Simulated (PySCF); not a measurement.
Two probes of the same atoms: core binding energy and nuclear shielding

Species: C₄H₆B (charge +1).
Structure used (PBE0-D3(BJ)/def2-SVP), in Å, numbered top down from 1:
```
atom  x, y, z in Å
B1    -1.6374    0.5202    0.6490
C2    -0.8247   -0.1386   -0.5617
C3     0.5869   -0.2194   -0.2917
C4     1.6733   -0.8887    0.2318
C5     1.8396    0.3573   -0.2657
H6    -1.0847    0.9361    1.6329
H7    -2.8268    0.5787    0.5022
H8    -1.2725   -1.1303   -0.7444
H9    -1.0406    0.5097   -1.4303
H10    2.1028   -1.7769    0.7008
H11    2.4998    1.1992   -0.4859
```

Binding energies: delta-SCF UKS SCAN, pcX-2 on the ionised atom, pcseg-1 elsewhere, spin-free X2C in PySCF. Shieldings: GIAO HF/pcSseg-2, non-relativistic, same geometry.

| atom | C 1s (eV) |
| --- | --- |
| C2 | 296.50 |
| C3 | 298.91 |
| C4 | 298.54 |

Question: What are the absolute isotropic shieldings of these atoms?

Answer: 
```tsv
atom	environment	C 1s (eV)	isotropic shielding (ppm)
C2	sp3 carbon bound to boron	296.50	163.2
C4	unsaturated ring CH carbon	298.54	24.5
C3	unsaturated ring carbon	298.91	2.4
```

Question: Among the listed atoms, is the one with the highest binding energy also the least shielded?

Answer: Yes: C3 has both (298.91 eV, 2.4 ppm).

By binding energy: C2 < C4 < C3. By shielding: C3 < C4 < C2.

Of atoms equivalent by bonding only the ionised one is listed; its partners' own values can differ in this conformer. The species carries charge +1, so core ionisation leaves charge +2. Isolated species at its PBE0-D3(BJ)/def2-SVP geometry (one conformer only).
